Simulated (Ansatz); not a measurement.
CH$_{4}$BFOSi at its PBE0-D4/def2-TZVP geometry, where that method's forces vanish. Charge 0, multiplicity 1. The bonds changed during the relaxation, so this is another structure than the one it started from.

```xyz
9

F     1.2170    0.2069    2.2458
C    -0.3282    0.5232    0.3537
B     1.0780    0.4343    0.9430
Si   -0.6844   -0.6825   -0.9848
O    -0.4716    0.9523   -1.0539
H    -1.1854    0.7948    0.9706
H     2.0687    0.4981    0.2707
H     0.3626   -1.5261   -1.5936
H    -2.0567   -1.2010   -1.1515
```

Q: What forces (eV/Å) does PBE-D4/def2-TZVPP give on these atoms in the Gaussian-basis code of Ansatz? (Estimate.)

A: Ansatz gave: 
```
F1   0.073 -0.087  0.564
C2   0.150  0.081  0.381
B3  -0.026  0.029 -0.360
Si4 -0.089 -0.623 -0.127
O5   0.015  0.704 -0.449
H6  -0.211  0.040  0.153
H7   0.128  0.013 -0.093
H8   0.128 -0.098 -0.065
H9  -0.168 -0.059 -0.004
```
